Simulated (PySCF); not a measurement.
## Two-photon absorption: SMILES O=Cc1ccc(CCC)cc1, C10H12O

Molfile (atoms numbered from 1):
```
C10H12O
     RDKit          3D

 23 23  0  0  0  0  0  0  0  0999 V2000
    2.3665   -0.3649    1.4665 C   0  0  0  0  0  0  0  0  0  0  0  0
    2.3682   -0.1645   -0.0398 C   0  0  0  0  0  0  0  0  0  0  0  0
    1.3870    0.9085   -0.5275 C   0  0  0  0  0  0  0  0  0  0  0  0
   -0.0509    0.5652   -0.2540 C   0  0  0  0  0  0  0  0  0  0  0  0
   -0.7287    1.1071    0.8445 C   0  0  0  0  0  0  0  0  0  0  0  0
   -2.0461    0.7491    1.1138 C   0  0  0  0  0  0  0  0  0  0  0  0
   -2.7124   -0.1594    0.2873 C   0  0  0  0  0  0  0  0  0  0  0  0
   -4.1117   -0.5377    0.5692 C   0  0  0  0  0  0  0  0  0  0  0  0
   -4.7616   -1.3082   -0.0926 O   0  0  0  0  0  0  0  0  0  0  0  0
   -2.0434   -0.7063   -0.8157 C   0  0  0  0  0  0  0  0  0  0  0  0
   -0.7306   -0.3466   -1.0789 C   0  0  0  0  0  0  0  0  0  0  0  0
    3.0977   -1.1302    1.7671 H   0  0  0  0  0  0  0  0  0  0  0  0
    1.3784   -0.6876    1.8301 H   0  0  0  0  0  0  0  0  0  0  0  0
    2.6253    0.5677    1.9941 H   0  0  0  0  0  0  0  0  0  0  0  0
    3.3806    0.1133   -0.3782 H   0  0  0  0  0  0  0  0  0  0  0  0
    2.1313   -1.1187   -0.5415 H   0  0  0  0  0  0  0  0  0  0  0  0
    1.5241    1.0512   -1.6117 H   0  0  0  0  0  0  0  0  0  0  0  0
    1.6321    1.8710   -0.0487 H   0  0  0  0  0  0  0  0  0  0  0  0
   -0.2135    1.8208    1.4928 H   0  0  0  0  0  0  0  0  0  0  0  0
   -2.5687    1.1788    1.9739 H   0  0  0  0  0  0  0  0  0  0  0  0
   -4.5503   -0.0439    1.4756 H   0  0  0  0  0  0  0  0  0  0  0  0
   -2.5844   -1.4107   -1.4521 H   0  0  0  0  0  0  0  0  0  0  0  0
   -0.2132   -0.7727   -1.9433 H   0  0  0  0  0  0  0  0  0  0  0  0
  1  2  1  0
  2  3  1  0
  3  4  1  0
  4  5  1  0
  5  6  2  0
  6  7  1  0
  7  8  1  0
  8  9  2  0
  7 10  2  0
 10 11  1  0
 11  4  2  0
  1 12  1  0
  1 13  1  0
  1 14  1  0
  2 15  1  0
  2 16  1  0
  3 17  1  0
  3 18  1  0
  5 19  1  0
  6 20  1  0
  8 21  1  0
 10 22  1  0
 11 23  1  0
M  END
```

Computed with TDDFT CAM-B3LYP/def2-SVPD excited states, vertical, gas phase in PySCF. Geometry: PBE0-D3(BJ)/def2-SVP.

**Question.** Give the one- and two-photon strengths of the lowest singlets.

**Answer.** δ for parallel linear polarisation; σ at the peak of a Lorentzian of half width 0.1 eV, single beam; Ω is circular over linear.
```
state  E (eV)      f  photon λ (nm)  δ (au)  σ (GM)     Ω                                main
   S1    3.92  0.000            632     0.1    0.00  1.33                    HOMO−2→LUMO 0.88
   S2    4.98  0.012            497     9.3    0.09  1.15  HOMO−1→LUMO 0.72, HOMO→LUMO+1 0.26
   S3    5.21  0.369            476     412    4.10  0.72                      HOMO→LUMO 0.92
   S4    6.35  0.210            390    5.63    0.08  1.18  HOMO→LUMO+1 0.68, HOMO−1→LUMO 0.26
   S5    6.63  0.000            374    0.17    0.00  0.96                  HOMO−2→LUMO+1 0.96
   S6    6.69  0.553            371     138    2.26  0.62                  HOMO−1→LUMO+1 0.86
```

Among these, the strongest one-photon state is S6, the strongest two-photon state S3, with a dipole change of 3.1 D (relaxed, norm of the difference vector).
